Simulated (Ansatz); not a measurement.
Reaction (formal exchange of groups at a B–Si bond): `[SiH3]B[SiH3]` + `BC[SiH3]` → `BC([SiH3])B[SiH3]` + SiH₄

Gas-phase electronic energies from Ansatz, PBE0-D4/def2-TZVP geometries. CCSD(T)/CBS adds triple-zeta CCSD(T) − MP2 to the extrapolated MP2 energy (def2 sets, frozen cores). This one scheme is used for every species. Functionals use def2-TZVPP. B3LYP here is the variant with VWN-RPA as its local correlation; programs differ in this. Each species was taken in one conformer, which may not be the lowest.

(1) Is it downhill or uphill in electronic energy at CCSD(T)/CBS, and by how much? (Estimate.)

(2) What do these levels give: r2SCAN-D4, B3LYP-D4, ωB97X-V, B2PLYP, PBE, MP2/def2-TZVPP, SCS-MP2/def2-TZVPP, CCSD(T)/def2-TZVPP, MP2/def2-QZVPP, SCS-MP2/def2-QZVPP, MP2/CBS(def2), CCSD/CBS(def2)? (Best estimate.)

Largest T1 diagnostic among the species: 0.014.

## Answers

(1) Computed: Downhill: ΔE = -54.5 kJ/mol.

(2) Computed: r2SCAN-D4 -54.0, B3LYP-D4 -49.5, ωB97X-V -50.0, B2PLYP -46.5, PBE -46.5, MP2/def2-TZVPP -64.5, SCS-MP2/def2-TZVPP -55.9, CCSD(T)/def2-TZVPP -54.0, MP2/def2-QZVPP -65.0, SCS-MP2/def2-QZVPP -55.9, MP2/CBS(def2) -65.0, CCSD/CBS(def2) -48.4 kJ/mol.

In def2-TZVPP, CCSD(T) changes the Hartree–Fock value by −29.4 kJ/mol (the triples alone add −6.1 kJ/mol) and MP2 by −40.0 kJ/mol. The D4 term adds −13.1 kJ/mol with B3LYP and −7.1 kJ/mol with PBE0; it sums over pairs of atoms, weighted by their polarisabilities, and B3LYP, whose exchange is more repulsive, gets the larger term.
